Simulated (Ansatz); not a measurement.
C2H8N2Si can be A, `C/N=C/N[SiH3]`, or B, `NC(N)=C[SiH3]`.

Gas-phase electronic energies from Ansatz, PBE0-D4/def2-TZVP geometries. CCSD(T)/CBS adds triple-zeta CCSD(T) − MP2 to the extrapolated MP2 energy (def2 sets, frozen cores). Functionals use def2-TZVPP. B3LYP here is the variant with VWN-RPA as its local correlation; programs differ in this. Each species was taken in one conformer, which may not be the lowest.

**Question.** Which is lower in electronic energy at CCSD(T)/CBS, and by how much? (An estimate is asked.)

**Answer.** Computed: A, by 8.7 kcal/mol.

**Question.** Give E(B) − E(A) in kcal/mol with B2PLYP, CCSD(T)/def2-TZVPP, MP2/def2-TZVPP, HF/def2-TZVPP, PBE-D4, B3LYP, PBE0-D4. (Estimate.)

**Answer.** Ansatz gave: B2PLYP 9.7, CCSD(T)/def2-TZVPP 9.7, MP2/def2-TZVPP 9.3, HF/def2-TZVPP 11.2, PBE-D4 6.8, B3LYP 9.4, PBE0-D4 6.3. None reverses the order clearly.

Largest T1 diagnostic: 0.013.

In def2-TZVPP, CCSD(T) changes the Hartree–Fock value by −1.6 kcal/mol (the triples alone add −0.1 kcal/mol) and MP2 by −1.9 kcal/mol.
